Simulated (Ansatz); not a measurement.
The cluster Si₄S₄⁻. Charge -1, multiplicity 2. Geometry PBE-D4/def2-SVPD; atoms count from 1.

```xyz
8

Si   -1.8473   -0.4158    0.8037
Si   -0.6660    0.7620   -1.7935
Si    1.2128    1.2347    1.1132
Si    1.3081   -1.5811   -0.1206
S     1.7197    0.5059   -1.0178
S     0.4042   -0.7972    1.8565
S    -1.1239    1.7082    0.2618
S    -1.0075   -1.4167   -1.1033
```

The structure comes from a short search, and lower isomers may exist.

Estimate the Mulliken populations from the PBE0/def2-SVP orbitals of Ansatz.


| atom | charge (e) | spin (α − β) |
| --- | --- | --- |
| Si1 | 0.22 | 0.29 |
| Si2 | 0.22 | 0.29 |
| Si3 | 0.22 | 0.30 |
| Si4 | 0.22 | 0.29 |
| S5 | -0.47 | -0.05 |
| S6 | -0.47 | -0.04 |
| S7 | -0.47 | -0.05 |
| S8 | -0.47 | -0.04 |
Mulliken values and Mayer orders depend strongly on the basis.

Where does the spin sit?

Summed by element: Si 1.18, S -0.18, of 1 unpaired in all. Largest on single atoms: Si3 0.30, Si2 0.29, Si4 0.29.

And the Mayer bond orders between bonded heavy atoms (over 0.3)?

Si1–S6 0.52 (2.51 Å); Si1–S7 0.79 (2.31 Å); Si1–S8 0.79 (2.31 Å); Si2–S5 0.52 (2.52 Å); Si2–S7 0.79 (2.31 Å); Si2–S8 0.79 (2.31 Å); Si3–S5 0.79 (2.31 Å); Si3–S6 0.79 (2.31 Å); Si3–S7 0.51 (2.53 Å); Si4–S5 0.79 (2.31 Å); Si4–S6 0.79 (2.31 Å); Si4–S8 0.52 (2.52 Å).
